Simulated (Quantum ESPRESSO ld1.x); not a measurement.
Results of a calculation; reference values are marked as such.
Q: Radial electron density D(r) = 4 pi r^2 rho(r) of an atom or ion with 36 electrons. Level of theory: Dirac Kohn-Sham, PBE, spin-unpolarised, spherical densities, point nucleus (ld1.x of Quantum ESPRESSO 7.5).

r (bohr),D(r) (e/bohr)
0.002906,4.630
0.003876,7.433
0.005129,11.49
0.006786,17.19
0.008979,24.66
0.01188,33.47
0.01572,42.27
0.0208,48.76
0.02774,50.50
0.0367,47.14
0.04856,42.95
0.06426,44.71
0.08502,54.09
0.1125,61.34
0.1488,54.76
0.1985,40.32
0.2627,38.20
0.3475,45.12
0.4598,39.25
0.6084,21.12
0.805,9.652
1.065,7.534
1.421,5.467
1.88,2.444
2.487,1.002
3.291,0.5002
4.354,0.1672
5.761,0.02436
7.623,0.001081

What is the nuclear charge?

A: Z = 40. The innermost maximum, from 1s, lies near gamma/Z bohr with gamma = sqrt(1 - (Z/c)^2) = 0.956, here 0.0239 bohr (found: 0.0262), and its height grows with Z. The density is that of the zirconium ion Zr4+ in [Ar] 3d10 4p6 4f2; the configuration itself is not fixed sharply by these data, and Z only to a few units. D(r) has 3 maxima, at r = 0.0262, 0.115, 0.368 bohr, and minima at 0.0530, 0.235 bohr, inside which lie 2.07, 11.05 electrons.
